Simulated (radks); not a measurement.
Values are calculated unless marked as measured or tabulated.
Valence configurations of In (all share [Kr]). Code: a radial shooting solver on a logarithmic mesh with Libxc functionals. Model: Dirac Kohn-Sham, PBEsol, spin-unpolarised, spherical densities, point nucleus; open shells fill j = l - 1/2 first. Energies are relative to 4d10 5s2 5p1; eigenvalues in eV.

valence	E (eV)	e(4d3/2)	e(4d5/2)	e(5p1/2)	e(5p3/2)	e(5s1/2)
4d10 5s2 5p1	0.000	-18.935	-18.074	-2.644	-	-8.138
4d9 5s2 5p2	17.519	-24.347	-23.434	-3.822	-	-10.096
4d10 5s1 5p2	5.611	-20.420	-19.554	-3.322	-	-9.044
4d10 5p3	11.811	-21.976	-21.105	-4.012	-3.635	-
4d10 5s1.5 5p1.5	2.777	-19.698	-18.835	-2.997	-	-8.609
4d9.5 5p3.5	21.073	-24.612	-23.715	-4.568	-4.136	-
4d9 5s1 5p3	24.336	-25.855	-24.937	-4.504	-4.051	-10.992
4d7 5s1 5p5	74.858	-36.728	-35.706	-6.714	-6.038	-14.537
4d9.5 5s2 5p1.5	8.237	-21.655	-20.768	-3.250	-	-9.146
4d6 5s1 5p6	106.75	-42.194	-41.120	-7.780	-6.994	-16.200

NIST lists [Kr] 4d10 5s2 5p1 as the ground configuration; this level of theory agrees among the configurations tried. The energies are those of spherical spin-averaged densities, not of single terms.
